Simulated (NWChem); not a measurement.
## Which level was it?

SiH2Br2: 5 atoms, total charge 0, spin state singlet. As SMILES, `Br[SiH2]Br`. The coordinates come from a PBE0-D4/def2-TZVP relaxation.

```xyz
5

Br   -1.6727   -1.2393    0.3623
Si    0.1582   -0.0463    0.0547
Br   -0.2956    1.8142   -1.0420
H     1.1034   -0.8432   -0.7517
H     0.7066    0.3146    1.3767
```

A calculation with NWChem 7.3.0 gave:

- total energy: -5438.5277 Eh
- dipole moment: 1.40 D
- HOMO energy: -8.32 eV
- LUMO energy: -0.86 eV
- HOMO–LUMO gap: 7.46 eV
- largest force: 0.462 eV/Å

Problem. Which of these levels gave the numbers?
A. HF/def2-SVP
B. B3LYP/6-31G* (spherical functions)
C. PBE/def2-SVP
D. M06-2X/def2-SVP

Solution. B. The others give -5437.4451 Eh (PBE/def2-SVP), -5434.2996 Eh (HF/def2-SVP), -5438.4406 Eh (M06-2X/def2-SVP).
